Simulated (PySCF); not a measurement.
**Computed properties of Si(F)(OH) (FHOSi), SMILES O[Si]F**

Si(F)(OH) (FHOSi), SMILES F[Si]O (connectivity only; charge and spin as stated), neutral, multiplicity 1. Coordinates come from a B3LYP-D3(BJ)/def2-TZVP optimisation. One conformer was computed; it need not be the lowest. All values are computed for the isolated molecule unless a solvent is named; none is compared with measurement here.

**Structure.** The optimised structure has Cs symmetry. All 6 harmonic modes at B3LYP-D3(BJ)/def2-TZVP (PySCF) are real, so it is a minimum. With heavy atoms numbered as in [Si:1]([F:2])[OH:3], the shortest bond between them is Si1–F2 at 1.628 Å and the longest Si1–O3 at 1.643 Å.

**Vibrations.** The strongest infrared lines (harmonic, unscaled, degenerate partners summed) lie at 819 cm⁻¹ (224 km/mol, F 42 %, Si 39 %, H 13 %), 496 cm⁻¹ (158 km/mol, H 85 %, O 11 %), 887 cm⁻¹ (97 km/mol, O 48 %, Si 38 %, H 13 %). The softest mode is at 318 cm⁻¹ and the zero-point energy is 10.1 kcal/mol.

**Electronic structure.** r2SCAN/def2-TZVPD (PySCF) places the frontier levels at -6.89 and -2.39 eV, a gap of 4.50 eV, and gives a dipole moment of 1.02 D and a mean polarisability of 34.8 bohr³.

**Excitations.** TDA-M06-2X/def2-SVPD (PySCF) has S1 at 5.81 eV (213 nm, f = 0.240, bright); the most intense of the 10 singlets computed lies at 8.40 eV (f = 0.30). T1 (TDA) is at 3.33 eV, 2.48 eV under S1. No vertical singlet excitation falls in the visible range (under 3.1 eV).

**NMR.** GIAO shifts at B3LYP/pcSseg-2 (PySCF) (non-relativistic, atoms alike by connectivity averaged): ¹H at 5.2 ppm against TMS; ²⁹Si at 27.9 ppm against TMS; ¹⁹F at 2.8 ppm against CFCl3.
